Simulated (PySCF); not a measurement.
# S (sulfur, neutral) across methods

[Ne] 3s1 3p4 3d1, one real determinant (an excited configuration). Computed with PySCF 2.14 in dyall-acv3z, with scalar relativity by spin-free X2C-1e.

```json
{"method": "PBE", "E (hartree)": "-398.3599", "mean ε 3p α (eV)": "-10.654", "mean ε 3p β (eV)": "-8.023", "mean ε 3d α (eV)": "1.077", "Σ⟨r²⟩ (bohr²)": "35.18", "⟨S²⟩": "6.004"}
{"method": "UHF", "E (hartree)": "-397.91999", "mean ε 3p α (eV)": "-16.654", "mean ε 3p β (eV)": "-10.268", "mean ε 3d α (eV)": "-1.628", "Σ⟨r²⟩ (bohr²)": "35.16", "⟨S²⟩": "6.018"}
{"method": "PBE0", "E (hartree)": "-398.3832", "mean ε 3p α (eV)": "-12.285", "mean ε 3p β (eV)": "-8.949", "mean ε 3d α (eV)": "0.344", "Σ⟨r²⟩ (bohr²)": "35.00", "⟨S²⟩": "6.005"}
{"method": "revPBE", "E (hartree)": "-398.4685", "mean ε 3p α (eV)": "-10.645", "mean ε 3p β (eV)": "-8.012", "mean ε 3d α (eV)": "1.061", "Σ⟨r²⟩ (bohr²)": "35.18", "⟨S²⟩": "6.005"}
{"method": "BHandHLYP", "E (hartree)": "-398.5091", "mean ε 3p α (eV)": "-13.599", "mean ε 3p β (eV)": "-9.895", "mean ε 3d α (eV)": "-0.133", "Σ⟨r²⟩ (bohr²)": "35.12", "⟨S²⟩": "6.007"}
{"method": "LDA", "E (hartree)": "-397.1261", "mean ε 3p α (eV)": "-10.714", "mean ε 3p β (eV)": "-7.997", "mean ε 3d α (eV)": "1.122", "Σ⟨r²⟩ (bohr²)": "35.36", "⟨S²⟩": "6.004"}
{"method": "BLYP", "E (hartree)": "-398.5317", "mean ε 3p α (eV)": "-10.341", "mean ε 3p β (eV)": "-8.085", "mean ε 3d α (eV)": "1.308", "Σ⟨r²⟩ (bohr²)": "35.44", "⟨S²⟩": "6.004"}
```

(1) Estimate the same row for r2SCAN.

⟨L²⟩ = 8.05 against 12 for a pure F term, so this real determinant mixes terms. The outer electron is Rydberg-like, and this basis confines it to a smaller radius and binds it less than a complete one would.

The highest occupied level is positive at PBE, r2SCAN, PBE0, revPBE, LDA, BLYP: only the finite basis holds that electron, which in a density functional comes from self-interaction.

## Answers

(1) E (hartree) = -398.5080; mean ε 3p α (eV) = -11.291; mean ε 3p β (eV) = -8.068; mean ε 3d α (eV) = 1.026; Σ⟨r²⟩ (bohr²) = 35.10; ⟨S²⟩ = 6.009.
